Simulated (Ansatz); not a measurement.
Start from `[AlH2][CH]1[SiH2]B1[SiH3]` and change one atom or group to get `[SiH3]B1C[SiH2]1`.

Ansatz, PBE0-D4/def2-TZVP geometries, multiplicity 1. 

```tsv
property	`[AlH2][CH]1[SiH2]B1[SiH3]`
zero-point energy (PBE0-D4/def2-TZVP) / kJ/mol	196.7
HOMO energy (PBE0/def2-TZVPP) / eV	-7.06
LUMO energy (PBE0/def2-TZVPP) / eV	-1.88
HOMO–LUMO gap (PBE0/def2-TZVPP) / eV	5.18
LUMO energy (PBE/def2-TZVPP) / eV	-2.75
HOMO energy (ωB97M-V/def2-TZVPP) / eV	-9.04
```

Question: Give the same properties after the change, and the shifts. (An estimate is asked.)

Answer: Computed: 
```tsv
property	`[SiH3]B1C[SiH2]1`	shift
zero-point energy (PBE0-D4/def2-TZVP) / kJ/mol	184.9	-11.8
HOMO energy (PBE0/def2-TZVPP) / eV	-6.88	0.18
LUMO energy (PBE0/def2-TZVPP) / eV	-1.87	0.01
HOMO–LUMO gap (PBE0/def2-TZVPP) / eV	5.00	-0.18
LUMO energy (PBE/def2-TZVPP) / eV	-2.76	-0.01
HOMO energy (ωB97M-V/def2-TZVPP) / eV	-8.90	0.14
```

The zero-point energy changes by -11.8 kJ/mol with -6 modes.
